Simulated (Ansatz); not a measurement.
The pair A = SiH4 (SMILES [SiH4]) (first 5 atoms), B = SiH4 (SMILES [SiH4]); geometry from B3LYP-D3(BJ)/def2-TZVP.
(charge 0, multiplicity 1):
```xyz
10

Si     0.0175    -0.1676    -0.1015
H      1.0688     0.8735    -0.0874
H     -1.0763     0.2254     0.8156
H      0.5898    -1.4580     0.3420
H     -0.5213    -0.3092    -1.4734
Si    -0.0174     0.1668     3.9022
H     -0.8237    -1.0496     3.6592
H      1.1179     0.2008     2.9526
H      0.5040     0.1475     5.2879
H     -0.8582     1.3685     3.7061
```

Cores are frozen in the correlated methods. MP2 and its Hartree–Fock in aug-cc-pV(Q+d)Z, aug-cc-pV(T+d)Z are density fitted.

Programs: Ansatz (an electronic-structure program). Values without a source in brackets are computed.

The counterpoise-corrected interaction energy is E(AB) − E(A in the pair's basis) − E(B in the pair's basis). Total energies (hartree):

| level | AB | A in the pair's basis | B in the pair's basis |
|---|---|---|---|
| HF/aug-cc-pV(T+d)Z | -582.5263544 | -291.2638968 | -291.2638971 |
| MP2/aug-cc-pV(T+d)Z | -582.8204784 | -291.4095777 | -291.4095779 |
| HF/aug-cc-pV(Q+d)Z | -582.5338308 | -291.2676307 | -291.2676306 |
| MP2/aug-cc-pV(Q+d)Z | -582.8446483 | -291.4216075 | -291.4216073 |
| MP2/aug-cc-pV(D+d)Z | -582.7457057 | -291.3723915 | -291.3723918 |
| CCSD(T)/aug-cc-pV(D+d)Z | -582.8154478 | -291.4072059 | -291.4072060 |

Problem. Work out the counterpoise-corrected interaction energy at the basis-set limit: extrapolate the MP2 correlation part as X⁻³, take Hartree–Fock from the larger set, and add the CCSD(T) − MP2 difference of aug-cc-pV(D+d)Z.

Solution. 
1. Differences (1 hartree = 627.509 kcal/mol): HF/aug-cc-pV(T+d)Z 0.903; MP2/aug-cc-pV(T+d)Z -0.830; HF/aug-cc-pV(Q+d)Z 0.898; MP2/aug-cc-pV(Q+d)Z -0.899; MP2/aug-cc-pV(D+d)Z -0.579; CCSD(T)/aug-cc-pV(D+d)Z -0.650.
2. Correlation parts, MP2 less HF: -1.733 in aug-cc-pV(T+d)Z (X = 3), -1.797 in aug-cc-pV(Q+d)Z (X = 4).
3. Limit (4³·(-1.797) − 3³·(-1.733))/(4³ − 3³) = -1.844; with HF/aug-cc-pV(Q+d)Z it gives -0.946.
4. CCSD(T) less MP2 in aug-cc-pV(D+d)Z: -0.071.
Result: -1.02 kcal/mol, against -0.83 at MP2/aug-cc-pV(T+d)Z. It is an estimate of this method's limit, not of the exact value.
